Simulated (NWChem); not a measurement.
Species: GeH$_{2}$, singlet; SMILES [GeH2]

```xyz
3

Ge     0.0000     0.0000     0.0363
H      0.0000    -1.1364    -1.0862
H      0.0000     1.1364    -1.0862
```
Atoms are numbered in this order, from 1.

Low-valent species are run as closed-shell singlets; no triplet was tried in these runs. Structure relaxed at the PBE0/def2-SVP level.

Task: Give the principal values of the shielding tensors (ppm) of Ge1 from B3LYP/6-311G** (spherical d), GIAO (NWChem), with their diamagnetic and paramagnetic parts as GIAO splits them.

Result: 
```json
[
 {"atom": "Ge1", "σ11": "-3418.2", "σ22": "-28.7", "σ33": "1851.8", "isotropic": "-531.7", "diamagnetic": "2753.4", "paramagnetic": "-3285.1"}
]
```
